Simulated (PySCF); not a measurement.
Orbital picture of CoO

PBE0 at R = 1.614 Å; Co def2-TZVP, O def2-TZVP; no relativity (PySCF 2.14). State: ⁶Δ (sextet), unpaired electrons σ ↑↑, π ↑↑, δ ↑, a second solution, started from another occupation. Only the outer orbitals are listed, counted within each symmetry.

```tsv
spin	orbital	occ.	ε (eV)	on Co (%)	main shells (%)
α	1δ	1	-11.67	100	100 Co d
α	4π	1	-9.52	25	75 O p, 21 Co d
α	4π	1	-9.52	25	75 O p, 21 Co d
α	9σ	1	-9.42	45	55 O p, 24 Co d, 20 Co s
α	10σ	1	-5.55	92	68 Co s, 21 Co p, 9 O p
α	5π	0	0.87	96	88 Co p, 8 Co d
α	5π	0	0.87	96	88 Co p, 8 Co d
α	11σ	0	2.43	103	63 Co s, 30 Co p, 11 Co d
β	8σ	1	-10.21	27	67 O p, 25 Co d
β	1δ	1	-9.71	100	100 Co d
β	3π	1	-9.21	49	50 O p, 47 Co d
β	3π	1	-9.21	49	50 O p, 47 Co d
β	9σ	0	-3.70	90	48 Co s, 42 Co d, 10 O p
β	4π	0	-3.28	58	53 Co d, 42 O p
β	4π	0	-3.28	58	53 Co d, 42 O p
```

Question: Which are the highest filled and the lowest empty level, where do they sit, and how wide is the gap?

Answer: Highest filled α 10σ at -5.55 eV (in %: 68 Co s, 21 Co p, 9 O p); lowest empty β 9σ at -3.70 eV (in %: 48 Co s, 42 Co d, 10 O p); the gap at PBE0 is 1.85 eV.

```json
{"bond order (Mayer)": "1.81", "⟨S²⟩": "8.766", "charge on Co (Mulliken, basis-dependent)": "0.49", "charge on Co (Löwdin, basis-dependent)": "0.26", "dipole moment (positive dipole means Co(−)O(+))": "-1.80 D"}
```

Shares are Mulliken populations and can fall outside 0 to 100 %.
